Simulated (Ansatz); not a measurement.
HBF, doublet, at a GFN2-xTB geometry; Ansatz (a first-principles code) with B3LYP/6-31G**.

Here is a job for Ansatz.
Ansatz 0.2 input:
```yaml
crystal:
  periodic: [false, false, false]
  atoms:
    - {symbol: B, position_ang: [-0.62114934, 0.42261065, 0.01060937]}
    - {symbol: F, position_ang: [0.52302898, -0.21010080, -0.00107771]}
    - {symbol: H, position_ang: [-1.60151411, -0.22214599, -0.04334740]}
basis:
  gaussian:
    orbitals: 6-31G__.json
hamiltonian:
  xc: b3lyp
magnetization: {spin_polarized: true, initial_magnetization: 1}
```
The basis file holds 6-31G** in the JSON format of the Basis Set Exchange.

Q: Predict the main parts of the log of this Ansatz run.

A: 
```
Functional definition: B3LYP
323 factors; their error is unknown
mean field evaluation 1: about -3407.5016 eV, gradient 1.5e1 eV
mean field evaluation 2: about -3406.5822 eV, gradient 2.4e1 eV
mean field evaluation 4: about -3408.2295 eV, gradient 3.0e-1 eV
mean field evaluation 8: about -3408.2194 eV, gradient 4.6e-3 eV
mean field -3408.21943653 eV, -125.2497541183 hartree, gradient 3.9e-5 eV, S^2 0.751085; 0 other end points of the search recorded, 0 dependent functions left out
reference -3408.21957824 eV, -125.2497593262 hartree; 8, 7 occupied and 27, 28 virtual orbitals, 323 factors
Total energy: -3408.21957824 eV, -125.2497593262 hartree
```
